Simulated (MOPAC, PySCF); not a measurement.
Molecule: GaCl (charge 0, singlet). SMILES: [Ga][Cl]
Geometry: optimised at B3LYP-D3(BJ)/def2-TZVP (Ansatz).

Unscaled harmonic wavenumbers (cm⁻¹) in rising order, each level at the stationary point that it reaches from this structure (no distance between atoms moves by over 0.3 Å); the order of modes can differ between levels, and a negative number is imaginary. B3LYP-D3(BJ)/def2-TZVP (PySCF, at the structure above): 350.

PM3 (MOPAC): 314. Zero-point energy 0.4 against 0.5 kcal/mol.

PM6 (MOPAC): 426. Zero-point energy 0.6 against 0.5 kcal/mol.
